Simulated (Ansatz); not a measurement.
Reaction (cleavage of the B–Si bond): `S[SiH2]BCl` + `[SiH3][SeH]` → `[SiH3][Se]BCl` + `[SiH3]S`

Program: Ansatz. Geometries: PBE0-D4/def2-TZVP. ΔE: electronic, gas phase. CCSD(T)/CBS is the MP2 limit (def2-TZVPP, def2-QZVPP) plus CCSD(T) − MP2 in def2-TZVPP, frozen cores. DFT in def2-TZVPP. For Se outer-core shells are correlated without core-valence functions, which leaves a few kJ/mol of doubt a bond. Scalar relativity is left out up to krypton. One conformer a species, not always the lowest.

```tsv
level	ΔE (kJ/mol)
r2SCAN-D4	-91.9
PBE0-D4	-88.7
PBE	-87.0
r2SCAN	-92.0
MP2/def2-TZVPP	-104.1
SCS-MP2/def2-QZVPP	-99.3
HF/CBS(def2)	-88.8
MP2/CBS(def2)	-103.8
```

**Question.** What does CCSD(T)/CBS give? (Estimate.)

**Answer.** The calculation gave: -93.5 kJ/mol. The listed levels differ from it by 1.6, 4.8, 6.5, 1.5, -10.6, -5.8, 4.7, -10.3 kJ/mol.

Largest T1 diagnostic among the species: 0.013.

In def2-TZVPP, CCSD(T) changes the Hartree–Fock value by −4.7 kJ/mol (the triples alone add −1.8 kJ/mol) and MP2 by −15.0 kJ/mol.
